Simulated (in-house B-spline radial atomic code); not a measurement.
Atomic self-consistent-field run: Ga. Computed with a B-spline radial code for spherical atoms: non-relativistic PBE, spin-polarised, spherical fractional occupations, point nucleus, inside a hard spherical wall at 5.44 bohr.

Command:
```bash
python run_scf.py task.json out
```
Settings:
```
Z                31
configuration    [Ar] 3d10 4s1 4p1 4f1
hamiltonian      nr
method           pbe,pbe
spin_polarised   True
wall_radius      5.44
```

Output (hartree, bohr):
```
 radial grid: 43 intervals, B-splines of order 8, outer radius 5.44 bohr

 iter        energy (Eh)    residual
    1       -1922.966035    3.91e-01
    2       -1923.271490    1.29e-01
    3       -1923.607465    4.68e-02
    4       -1923.661440    2.15e-02
    5       -1923.631828    3.81e-02
    6       -1923.673298    5.08e-03
    7       -1923.674078    7.94e-05
    8       -1923.674078    4.87e-06
    9       -1923.674078    5.79e-07
   10       -1923.674078    1.31e-07

 total energy                     -1923.67408
 kinetic                            1923.6687
 electron-nucleus                  -4604.8068
 Hartree                             832.1707
 exchange-correlation                -74.7067

 orbital      occ     eigenvalue          <r>       <r^2>       <1/r>       r_max
 1s up      1.000      -370.9261    0.0494278  0.00327315     30.5061     0.03261
 1s down    1.000      -370.9231    0.0494278  0.00327315     30.5061     0.03261
 2s up      1.000       -45.3391     0.221531   0.0578136      6.6774      0.1858
 2s down    1.000       -45.3388     0.221534    0.057815     6.67718      0.1858
 2p up      3.000       -40.1768      0.19221   0.0452172     6.64592      0.1479
 2p down    3.000       -40.1755     0.192216   0.0452196     6.64571      0.1479
 3s up      1.000        -5.3299     0.662765    0.507188     2.13743      0.5735
 3s down    1.000        -5.3265     0.662275    0.506223     2.13847      0.5736
 3p up      3.000        -3.6555     0.684197    0.552197     2.01061      0.5708
 3p down    3.000        -3.6511     0.683113    0.549989     2.01275      0.5708
 3d up      5.000        -0.7913     0.806438     0.85121      1.6533      0.5326
 3d down    5.000        -0.7801      0.79435    0.819085     1.66736      0.5318
 4s up      1.000        -0.3734       2.2394      5.6735    0.573466       1.903
 4p up      1.000        -0.1125      2.61654      7.6163    0.474267       2.346
 4f up      1.000         0.5363      3.49219     12.7759    0.303532       3.613
```

Time taken, with all properties: 0.06 s on 1 thread of Intel(R) Xeon(R) Platinum 8488C, on a shared host.
